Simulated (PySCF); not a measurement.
Excitation energy of Ta by level of theory

Ta [Xe] 4f14 5d3 6s2 (4F) → Ta [Xe] 4f14 5d4 6s1 (6D), as a difference of total energies. Calculation: PySCF 2.14, in aug-cc-pVDZ-PP with ECP60MDF (5s5p4d2f, 54 functions); scalar relativity through the core potential. Correlated levels: valence: 5s2 5p6 frozen. The calculations carry no spin-orbit coupling.

| method | excitation energy (eV) |
| --- | --- |
| UHF | 0.212 |
| MP2 (valence) | 0.739 |
| SCS-MP2 (valence) | 1.338 |
| CCSD (valence) | 0.872 |
| CCSD(T) (valence) | 0.942 |

**Question.** How much does correlation contribute at CCSD(T) (valence)?

**Answer.** 0.942 − (0.212) = 0.730 eV, measured against UHF.
